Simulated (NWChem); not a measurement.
System: ZrNH3OCl2; SMILES [NH2][Zr]([OH])([Cl])[Cl]

NWChem input:

```
start job
memory heap 200 mb stack 900 mb global 1100 mb
geometry units angstroms noautoz
  Zr    -0.313144     0.114471     0.009841
  Cl     0.969956    -1.877142    -0.091719
  Cl     1.159226     1.962571     0.211539
  O     -1.611747     0.069279     1.388787
  H     -2.111644    -0.013206     2.201762
  N     -1.352689     0.300128    -1.693363
  H     -2.365030     0.356228    -1.783319
  H     -0.938218     0.356210    -2.622889
end
basis spherical
  * library def2-svp
end
ecp
  Zr library def2-ecp
end
dft
  xc mn15
  grid xcoarse
  iterations 150
  mulliken
end
task dft gradient
```

Excerpt of the output:

```
             Northwest Computational Chemistry Package (NWChem) 7.3.0
             --------------------------------------------------------

 C1  symmetry detected

                             Geometry "geometry" -> ""
                             -------------------------

 Output coordinates in angstroms (scale by  1.889725989 to convert to a.u.)

  No.       Tag          Charge          X              Y              Z
 ---- ---------------- ---------- -------------- -------------- --------------
    1 Zr                  40.0000    -0.26805687     0.00012491     0.02512573
    2 Cl                  17.0000     1.11459800    -1.92638684     0.02451098
    3 Cl                  17.0000     1.11030732     1.92992748     0.02694105
    4 O                    8.0000    -1.51230691    -0.00245411     1.45402017
    5 H                    1.0000    -1.97773781    -0.04623215     2.29013421
    6 N                    7.0000    -1.37620898    -0.00015839    -1.64461227
    7 H                    1.0000    -2.39266822    -0.00215735    -1.69827984
    8 H                    1.0000    -0.99879171     0.00394391    -2.59144350

 Effective nuclear repulsion energy (a.u.)     643.2832673163

                                 NWChem DFT Module
                                 -----------------

 Summary of "ao basis" -> "ao basis" (spherical)
 ------------------------------------------------------------------------------
       Tag                 Description            Shells   Functions and Types
 ---------------- ------------------------------  ------  ---------------------
 Zr                         def2-svp                11       31   5s3p2d1f
 Cl                         def2-svp                 8       18   4s3p1d
 O                          def2-svp                 6       14   3s2p1d
 H                          def2-svp                 3        5   2s1p
 N                          def2-svp                 6       14   3s2p1d

            General Information
            -------------------
          SCF calculation type: DFT
          Wavefunction type:  closed shell.
          No. of atoms     :     8
          No. of electrons :    64
           Alpha electrons :    32
            Beta electrons :    32
          Charge           :     0
          Spin multiplicity:     1
          Use of symmetry is: off; symmetry adaption is: off
          Maximum number of iterations: 150
          AO basis - number of functions:   110
                     number of shells:    48
          Convergence on energy requested:  1.00D-06
          Convergence on density requested:  1.00D-05
          Convergence on gradient requested:  5.00D-04

              XC Information
              --------------
                         MN15 Method XC Functional
                     Hartree-Fock (Exact) Exchange  0.440
                          MN15 Exchange Functional  1.000
                        MN15 Correlation Potential  1.000

             Grid Information
             ----------------
          Grid used for XC integration:  xcoarse
          Radial quadrature: Mura-Knowles
          Angular quadrature: Lebedev.
          Tag              B.-S. Rad. Rad. Pts. Rad. Cut. Ang. Pts.
          ---              ---------- --------- --------- ---------
          Zr                  1.55       84           8.0       194
          Cl                  1.00       42          11.0       194
          O                   0.60       21          10.0       194
          H                   0.35       21          11.0       194
          N                   0.65       21          10.0       194
          Grid pruning is: on
          Number of quadrature shells:   273
          Spatial weights used:  Erf1

      Superposition of Atomic Density Guess
      -------------------------------------

 Sum of atomic energies:       -1102.57969556

      Non-variational initial energy
      ------------------------------

 Total energy =   -1096.262183
 1-e energy   =   -2123.277732
 2-e energy   =     726.577628
 HOMO         =      -0.372285
 LUMO         =      -0.023994

     ---------------------------------------------
      Total Density - Mulliken Population Analysis
     ---------------------------------------------

    Atom       Charge   Shell Charges
 -----------   ------   -------------------------------------------------------
    1 Zr  12     9.82  -0.47  1.58  0.91  0.29  0.03  5.83  0.34  0.11  0.84  0.27  0.09
    2 Cl  17    17.58   2.00  1.99  1.23  0.72  5.94  2.23  3.46  0.01
    3 Cl  17    17.58   2.00  1.99  1.23  0.72  5.94  2.23  3.46  0.01
    4 O    8     8.91   1.99  1.11  0.65  3.19  1.96  0.00
    5 H    1     0.65   0.52  0.07  0.06
    6 N    7     7.99   1.99  1.05  0.49  2.68  1.77  0.00
    7 H    1     0.74   0.58  0.11  0.04
    8 H    1     0.74   0.58  0.11  0.04

   convergence    iter        energy       DeltaE   RMS-Dens  Diis-err
 ---------------- ----- ----------------- --------- --------- ---------
 d= 0,ls=0.0,diis     1  -1098.3961963458 -1.40D+03  2.21D-02  2.08D+00
 d= 0,ls=0.0,diis     2  -1097.7368972194  6.59D-01  1.47D-02  8.10D+00
 d= 0,ls=0.0,diis     3  -1098.6057404380 -8.69D-01  1.68D-03  5.38D-02
 d= 0,ls=0.0,diis     4  -1098.6110156941 -5.28D-03  7.07D-04  1.52D-02
 d= 0,ls=0.0,diis     5  -1098.6123789148 -1.36D-03  2.21D-04  1.61D-03
  Resetting Diis
 d= 0,ls=0.0,diis     6  -1098.6125658089 -1.87D-04  5.26D-05  3.36D-05
 d= 0,ls=0.0,diis     7  -1098.6125692700 -3.46D-06  3.56D-05  6.09D-06
 d= 0,ls=0.0,diis     8  -1098.6125687266  5.43D-07  1.99D-05  1.13D-05
 d= 0,ls=0.0,diis     9  -1098.6125700833 -1.36D-06  2.33D-06  5.60D-08
 d= 0,ls=0.0,diis    10  -1098.6125700877 -4.41D-09  1.35D-06  2.37D-08

         Total DFT energy =    -1098.612570087720
      One electron energy =    -2129.465126806253
           Coulomb energy =      809.021817758699
    Exchange-Corr. energy =      -78.607182632235
 Nuclear repulsion energy =      300.437921592068

 Numeric. integr. density =       63.996596307278

                       DFT Final Molecular Orbital Analysis
                       ------------------------------------

 Vector   30  Occ=2.000000D+00  E=-3.566280D-01
              MO Center=  1.0D+00,  1.6D-01, -2.6D-03, r^2= 4.7D+00
   Bfn.  Coefficient  Atom+Function         Bfn.  Coefficient  Atom+Function
  ----- ------------  ---------------      ----- ------------  ---------------
    62      0.432322  3 Cl pz                44      0.397389  2 Cl pz
    59      0.344960  3 Cl pz                41      0.316851  2 Cl pz
    56      0.197494  3 Cl pz                38      0.181401  2 Cl pz
     8     -0.143554  1 Zr pz                11      0.092328  1 Zr pz
    14      0.087811  1 Zr pz                92      0.065969  6 N  pz

 Vector   31  Occ=2.000000D+00  E=-3.442000D-01
              MO Center=  9.5D-01,  4.8D-02,  4.5D-02, r^2= 5.0D+00
   Bfn.  Coefficient  Atom+Function         Bfn.  Coefficient  Atom+Function
  ----- ------------  ---------------      ----- ------------  ---------------
    60     -0.360605  3 Cl px                42      0.354349  2 Cl px
    57     -0.276751  3 Cl px                39      0.271408  2 Cl px
    61      0.210008  3 Cl py                43      0.205205  2 Cl py
    58      0.165454  3 Cl py                40      0.161700  2 Cl py
    54     -0.158966  3 Cl px                36      0.155927  2 Cl px

 Vector   32  Occ=2.000000D+00  E=-3.153605D-01
              MO Center= -6.8D-01,  2.3D-03, -1.1D+00, r^2= 3.7D+00
   Bfn.  Coefficient  Atom+Function         Bfn.  Coefficient  Atom+Function
  ----- ------------  ---------------      ----- ------------  ---------------
    91      0.491080  6 N  py                94     -0.398585  6 N  py
    44      0.203461  2 Cl pz                62     -0.204093  3 Cl pz
    41      0.149324  2 Cl pz                59     -0.149895  3 Cl pz
    43      0.130245  2 Cl py                61      0.130581  3 Cl py
    16      0.122122  1 Zr d -1               7      0.100651  1 Zr py

 Vector   33  Occ=0.000000D+00  E=-2.367148D-02
              MO Center= -1.4D-01, -9.6D-04, -6.8D-03, r^2= 2.5D+00
   Bfn.  Coefficient  Atom+Function         Bfn.  Coefficient  Atom+Function
  ----- ------------  ---------------      ----- ------------  ---------------
    19      0.803295  1 Zr d  2              17     -0.315040  1 Zr d  0
    24      0.197869  1 Zr d  2              42     -0.195298  2 Cl px
    60     -0.195923  3 Cl px               107      0.162481  8 H  s
   102     -0.146148  7 H  s                 74      0.137160  4 O  px
    71      0.128181  4 O  px                18     -0.126048  1 Zr d  1

 Vector   34  Occ=0.000000D+00  E=-3.000472D-03
              MO Center= -2.9D-01, -2.1D-02,  1.5D-02, r^2= 2.3D+00
   Bfn.  Coefficient  Atom+Function         Bfn.  Coefficient  Atom+Function
  ----- ------------  ---------------      ----- ------------  ---------------
    16      0.896982  1 Zr d -1              94      0.213469  6 N  py
    72     -0.189743  4 O  py                91     -0.189898  6 N  py
    75     -0.183553  4 O  py                44      0.181365  2 Cl pz
    21      0.180163  1 Zr d -1              62     -0.165265  3 Cl pz
    41      0.112333  2 Cl pz                59     -0.102993  3 Cl pz

 Vector   35  Occ=0.000000D+00  E= 7.142483D-03
              MO Center= -2.1D-01,  2.9D-03, -2.2D-01, r^2= 3.1D+00
   Bfn.  Coefficient  Atom+Function         Bfn.  Coefficient  Atom+Function
  ----- ------------  ---------------      ----- ------------  ---------------
    17      0.595197  1 Zr d  0              18      0.400477  1 Zr d  1
    70     -0.298722  4 O  s                 19      0.275081  1 Zr d  2
    22      0.251238  1 Zr d  0               6     -0.211883  1 Zr px
    60     -0.199351  3 Cl px                42     -0.195723  2 Cl px
     4     -0.186646  1 Zr s                 23      0.184025  1 Zr d  1

     ---------------------------------------------
      Total Density - Mulliken Population Analysis
     ---------------------------------------------

    Atom       Charge   Shell Charges
 -----------   ------   -------------------------------------------------------
    1 Zr  12    11.18  -0.48  1.64  0.86  0.35 -0.02  5.87  0.50  0.18  1.63  0.53  0.13
    2 Cl  17    17.27   2.00  1.97  1.23  0.74  5.93  2.24  3.16  0.01
    3 Cl  17    17.27   2.00  1.97  1.23  0.74  5.93  2.24  3.16  0.01
    4 O    8     8.38   1.99  1.04  0.67  2.93  1.75  0.00
    5 H    1     0.79   0.67  0.05  0.07
    6 N    7     7.39   1.98  0.96  0.49  2.47  1.48  0.01
    7 H    1     0.86   0.70  0.11  0.04
    8 H    1     0.85   0.70  0.11  0.04

     -------------------------------------------
      Total Density - Lowdin Population Analysis
     -------------------------------------------

    Atom       Charge   Shell Charges
 -----------   ------   -------------------------------------------------------
    1 Zr  12    12.16   0.00  0.93  0.96  0.35  0.12  5.37  1.09  0.36  1.54  1.20  0.24
    2 Cl  17    16.94   2.00  1.95  1.00  0.76  5.83  2.33  3.05  0.01
    3 Cl  17    16.94   2.00  1.95  1.00  0.76  5.83  2.33  3.05  0.01
    4 O    8     8.11   1.97  0.85  0.58  2.75  1.94  0.01
    5 H    1     0.89   0.54  0.16  0.18
    6 N    7     7.15   1.97  0.71  0.45  2.26  1.74  0.02
    7 H    1     0.91   0.58  0.20  0.12
    8 H    1     0.91   0.58  0.20  0.12

     Multipole analysis of the density
     ---------------------------------

     L   x y z        total         alpha         beta         nuclear
     -   - - -        -----         -----         ----         -------
     0   0 0 0     -0.000000    -32.000000    -32.000000     64.000000

     1   1 0 0     -1.488312     -7.835912     -7.835912     14.183513
     1   0 1 0     -0.032863     -0.013127     -0.013127     -0.006609
     1   0 0 1      0.054460      0.691960      0.691960     -1.329461

     2   2 0 0    -42.325910   -173.160434   -173.160434    303.994958
     2   1 1 0      0.131545     -0.023128     -0.023128      0.177801
     2   1 0 1     -1.189168     -2.855953     -2.855953      4.522738
     2   0 2 0    -51.140292   -251.274220   -251.274220    451.408148
     2   0 1 1     -0.171310      0.017758      0.017758     -0.206826
     2   0 0 2    -36.928497   -109.028619   -109.028619    181.128740

            General Information
            -------------------
          SCF calculation type: DFT
          Wavefunction type:  closed shell.
          No. of atoms     :     8
          No. of electrons :    64
           Alpha electrons :    32
            Beta electrons :    32
          Charge           :     0
          Spin multiplicity:     1
          Use of symmetry is: off; symmetry adaption is: off
          Maximum number of iterations: 150
          AO basis - number of functions:   110
                     number of shells:    48
          Convergence on energy requested:  1.00D-06
          Convergence on density requested:  1.00D-05
          Convergence on gradient requested:  5.00D-04

              XC Information
              --------------
                         MN15 Method XC Functional
                     Hartree-Fock (Exact) Exchange  0.440
                          MN15 Exchange Functional  1.000
                        MN15 Correlation Potential  1.000

             Grid Information
             ----------------
          Grid used for XC integration:  xcoarse
          Radial quadrature: Mura-Knowles
          Angular quadrature: Lebedev.
          Tag              B.-S. Rad. Rad. Pts. Rad. Cut. Ang. Pts.
          ---              ---------- --------- --------- ---------
          Zr                  1.55       84           8.0       194
          Cl                  1.00       42          11.0       194
          O                   0.60       21          10.0       194
          H                   0.35       21          11.0       194
          N                   0.65       21          10.0       194
          Grid pruning is: on
          Number of quadrature shells:   273
          Spatial weights used:  Erf1

          Convergence Information
          -----------------------
          Convergence aids based upon iterative change in
          total energy or number of iterations.
          Levelshifting, if invoked, occurs when the
          HOMO/LUMO gap drops below (HL_TOL):  1.00D-02
          DIIS, if invoked, will attempt to extrapolate
          using up to (NFOCK): 10 stored Fock matrices.

                    Damping( 0%)  Levelshifting(0.5)       DIIS
                  --------------- ------------------- ---------------
          dE  on:    start            ASAP                start
          dE off:    2 iters        150 iters           150 iters

                            NWChem DFT Gradient Module
                            --------------------------

  charge          =   0.00
  wavefunction    = closed shell

                         DFT ENERGY GRADIENTS

    atom               coordinates                        gradient
                 x          y          z           x          y          z
   1 Zr     -0.506554   0.000236   0.047481   -0.004372  -0.000204  -0.005898
   2 Cl      2.106285  -3.640343   0.046319    0.001881  -0.002508  -0.000077
   3 Cl      2.098177   3.647034   0.050911    0.001820   0.002501  -0.000063
   4 O      -2.857846  -0.004638   2.747700   -0.005352   0.000453   0.007003
   5 H      -3.737383  -0.087366   4.327726    0.003295  -0.000242  -0.004292
   6 N      -2.600658  -0.000299  -3.107867   -0.000243   0.000010  -0.001108
   7 H      -4.521487  -0.004077  -3.209284    0.004848   0.000012   0.000017
   8 H      -1.887443   0.007453  -4.897118   -0.001876  -0.000022   0.004419
```

Level: MN15/def2-SVP with def2 effective core potentials on Zr. Geometry: optimised at PBE0/def2-SVP. No frequency run checked for a minimum. def2 effective core potentials on Zr; no spin-orbit coupling.
